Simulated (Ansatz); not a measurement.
Gas-phase electronic energies from Ansatz, PBE0-D4/def2-TZVP geometries. CCSD(T)/CBS adds triple-zeta CCSD(T) − MP2 to the extrapolated MP2 energy (def2 sets, frozen cores). For Se outer-core shells are correlated without core-valence functions, which leaves a few kJ/mol of doubt a bond. Scalar relativity is left out up to krypton. Each species was taken in one conformer, which may not be the lowest.

Reaction (redistribution): `O[SiH2]C[Si](O)(O)O` + `O[SiH2][SeH]` → `O[SiH2][SiH2][SeH]` + `OC[Si](O)(O)O`

| species | SCS-MP2/def2-QZVPP energy (Eh) |
| --- | --- |
| `O[SiH2]C[Si](O)(O)O` | -921.78521 |
| `O[SiH2][SeH]` | -2767.07742 |
| `O[SiH2][SiH2][SeH]` | -3057.32847 |
| `OC[Si](O)(O)O` | -631.43949 |

Work out ΔE.

ΔE = (-3057.32847) + (-631.43949) − (-921.78521) − (-2767.07742) = 0.09467 Eh = +248.6 kJ/mol. CCSD(T)/CBS gives +240.1 kJ/mol.

Largest T1 diagnostic among the species: 0.011.

From PBE to PBE0 (25 % exact exchange), in def2-TZVPP and without D4, ΔE moves by +11.7 kJ/mol.
